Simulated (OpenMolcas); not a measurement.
## Fe4+ in a point-charge field

Fe4+ among 4 point charges of -1 e arranged as a tetrahedron (Td), 2.01 Å from the ion.
```
   1.1605    1.1605    1.1605  -1.00
   1.1605   -1.1605   -1.1605  -1.00
  -1.1605    1.1605   -1.1605  -1.00
  -1.1605   -1.1605    1.1605  -1.00
```

```json
{
 "Program": "OpenMolcas",
 "Method": "CASSCF",
 "Basis": "ANO-RCC-VTZP [6s5p3d2f1g]",
 "Scalar Hamiltonian": "DKH2, point nucleus",
 "Active space": "4 electrons in 5 orbitals (3d)",
 "State averaging": "2S+1 = 5 even, 5 roots; 2S+1 = 3 even, 45 roots; 2S+1 = 1 even, 50 roots",
 "Spin-orbit coupling": "RASSI with atomic mean-field integrals over the reference wave functions"
}
```

The lowest spin-free states (labels of Td), above the lowest:

```csv
State,Degeneracy,E (cm-1),Free-ion L (%)
5T2,3,0.0,D (100)
5E,2,448.4,D (100)
3T1,3,26563,H (99)
3T2,3,26697,H (100)
3E,2,27018,H (100)
3T1,3,27039,H (99)
3T1,3,29870,P (92)
3T1,3,30795,F (92)
3T2,3,30825,F (99)
3A2,1,30985,F (100)
3T2,3,33527,G (99)
3E,2,33825,G (100)
3T1,3,33950,G (99)
3A1,1,34064,G (100)
1A1,1,39625,I (95)
1T1,3,39768,I (98)
1T2,3,39915,I (100)
1A2,1,40289,I (100)
1T2,3,40379,I (99)
1E,2,40397,I (98)
```

The lowest levels with spin-orbit coupling:

```
E (cm-1)  Degeneracy  Label  2S+1
     0.0           1     A1     5
   143.7           3     T1     5
   370.4           3     T2     5
   501.9           2      E     5
   757.2           3     T1     5
   926.5           3     T2     5
    1168           1     A2     5
    1425           3     T2     5
    1500           2      E     5
    1527           3     T1     5
    1556           1     A1     5
   26869           1     A1     3
   26967           3     T1     3
   27029           2      E     3
   27292           3     T1     3
   27295           3     T2     3
   27341           3     T2     3
   27559           2      E     3
   27615           3     T1     3
   27620           3     T2     3
```

Powder χT (cm3 K/mol): 0.0157 at 2 K, 0.0784 at 10 K, 0.399 at 50 K, 0.727 at 100 K, 1.12 at 200 K, 1.4 at 300 K. The effective moment at 300 K is 2.828 √(χT) = 3.35 μB.

The lowest level has 2S+1 = 5, for which the spin-only value is χT = S(S+1) / 2 = 3.000 cm3 K/mol (g = 2). The computed 1.405 at 300 K differs by -1.595, through orbital momentum, spin-orbit coupling and any other state in reach. With a threefold ground state the orbital momentum is unquenched, so the spin-only value is not expected to hold.

A least-squares ligand-field fit to the states below 45000 cm-1, each weighted by its degeneracy and with a free common offset, gives 10Dq = -467 cm-1 (negative for this site), B = 1394 cm-1 and C = 5253 cm-1 (C/B = 3.77), with an rms deviation of 23 cm-1.

An orbital triplet at a regular site is open to Jahn-Teller coupling, which can distort the site and quench the lowest spin-orbit gaps and is left out. Without dynamic correlation the repulsion within the d shell is too large (B by tens of per cent), so at a given field states of lower spin stand too high. The ground term spreads over less than 5000 cm-1, several times less than with real ligands, so orbital moments are less quenched and χT lies further from the spin-only value than at real sites. Point charges carry no covalency, so the field is a model and not that of real ligands. No measured value stands beside these numbers.

The RASSCF and RASSI steps took 39 s on 1 thread of Arm Neoverse N1, with other jobs on the host; the integral step is not counted.
